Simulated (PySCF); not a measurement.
## Cadmium: a sound run and one with changed settings

Sound run: Cd [Kr] 4d10 5s2, Cd⁺ [Kr] 4d10 5s1. Computed with PySCF 2.14 in x2c-TZVPall (8s6p6d1f, 63 functions), with scalar relativity by spin-free X2C-1e. In the sound run the correlated levels freeze [Kr]. The sound run starts from symmetry-adapted Hartree-Fock orbitals and uses a fine grid where one is needed.

Changed run: basis STO-3G, all-electron and non-relativistic. This setting is unsound on purpose.

```tsv
species	method	sound run (hartree)	changed run (hartree)	converged
Cd	UHF	-5591.31331	-5411.53272	yes
Cd	r2SCAN	-5593.96250	-5413.58813	yes
Cd	PBE0	-5593.61781	-5413.17143	yes
Cd	MP2	-5591.65495	-5411.55747	yes
Cd⁺	UHF	-5591.04389	-5411.42102	yes
Cd⁺	r2SCAN	-5593.63723	-5413.43093	yes
Cd⁺	PBE0	-5593.29571	-5413.00594	yes
Cd⁺	MP2	-5591.34325	-5411.42305	yes
```

Ionisation energy of Cd:

| method | sound run (eV) | changed run (eV) |
| --- | --- | --- |
| UHF | 7.331 | 3.039 |
| r2SCAN | 8.851 | 4.277 |
| PBE0 | 8.765 | 4.503 |
| MP2 | 8.482 | 3.658 |
| SCS-MP2 | 8.484 | 3.781 |

A minimal basis cannot let orbitals breathe on ionisation and holds almost no correlation. The Hamiltonian changed with the basis, so the totals do not compare.

For comparison, NIST gives 8.994 eV between the lowest levels.
